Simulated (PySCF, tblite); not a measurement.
Isomers of C8H8N (doublet state), one GFN2-xTB conformer each. Single-point energies are computed at B3LYP/pcH-1 (PySCF, gas phase, no added dispersion term), electronic only. GFN2-xTB treats the open shell by occupation alone, and not every SCF solution was tested for stability.

```json
{"SMILES": "c1cc([C]2CC2)ccn1", "GFN2-xTB relative energy (kJ/mol)": "0.0"}
{"SMILES": "C=C1[CH][C@@H](CC#N)C=C1", "GFN2-xTB relative energy (kJ/mol)": "82.8"}
```

Conformers: `[cH:1]1[cH:2][c:3]([C:4]2[CH2:5][CH2:6]2)[cH:7][cH:8][n:9]1` (doublet state) with C2–C3–C4–C5 180°; `[CH2:1]=[C:2]1[CH:3][C@@H:4]([CH2:5][C:6]#[N:7])[CH:8]=[CH:9]1` (doublet state) with C3–C4–C5–C6 180°.

Problem. What does B3LYP/pcH-1 give for the same structures?

Solution. 
| SMILES | B3LYP/pcH-1 E (Eh) | B3LYP/pcH-1 (kJ/mol) | GFN2-xTB (kJ/mol) | point group |
| --- | --- | --- | --- | --- |
| C=C1[CH][C@@H](CC#N)C=C1 | -364.35321 | 0.0 | 82.8 | C1 |
| c1cc([C]2CC2)ccn1 | -364.34852 | 12.3 | 0.0 | C2v |

GFN2-xTB puts c1cc([C]2CC2)ccn1 lowest instead. As drawn, the higher has a three-membered ring, which the lower lacks. Neighbours under 21 kJ/mol apart (C=C1[CH][C@@H](CC#N)C=C1 and c1cc([C]2CC2)ccn1) can change places with a better method, another conformer or zero-point energy.

Problem. What happens when harmonic zero-point energies from GFN2-xTB frequencies are added?

Solution. 
```json
{"SMILES": "C=C1[CH][C@@H](CC#N)C=C1", "ZPE (kJ/mol)": "344.6", "electronic (kJ/mol)": "0.0", "with ZPE (kJ/mol)": "0.0"}
{"SMILES": "c1cc([C]2CC2)ccn1", "ZPE (kJ/mol)": "349.3", "electronic (kJ/mol)": "12.3", "with ZPE (kJ/mol)": "17.0"}
```

The zero-point energies span 4.7 kJ/mol. The order is unchanged.

Problem. As an exercise, what shares would exp(−E/RT) give at 500 K from these electronic energies alone (no entropy, no degeneracies)?

Solution. RT = 4.157 kJ/mol: C=C1[CH][C@@H](CC#N)C=C1 95.1 %, c1cc([C]2CC2)ccn1 4.9 %.
